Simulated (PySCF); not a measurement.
**Exercise with solution: oscillator strength and radiative lifetime**

Te(NH2)(SeH) (H₃NSeTe), SMILES N[Te][SeH].

Coordinates come from a B3LYP-D3(BJ)/def2-SVP optimisation. The def2 effective core potentials stand for the cores of Te; spin–orbit coupling is left out. The values are those of a single conformer.

PySCF with TDA-LC-ωPBE/def2-SVPD puts the first singlet state with f over 0.02 at 5.45 eV (vertical), with the transition dipole (-0.885, 0.348, -0.097) in atomic units.

Task: Find the oscillator strength, the wavelength and the radiative lifetime that this transition would have in vacuum if emission retraced absorption.

Result: 
|μ|² = 0.9137 au, so |μ| = 2.43 D. ΔE = 5.45/27.211 = 0.2003 hartree. f = (2/3) ΔE |μ|² = 0.122 (the program prints 0.122).
λ = 1239.84/5.45 = 227 nm; ν = 43957 cm⁻¹.
Einstein's coefficient A = 0.6670 ν² f s⁻¹ (ν in cm⁻¹) = 1.6e8 s⁻¹, so τ = 1/A = 6.4 ns. This state is S4; the lower singlets have f = 0.002, 0.003, 0.002. The figure is the radiative limit of this one transition; relaxation, internal conversion, crossing to triplets and a medium change what is measured.
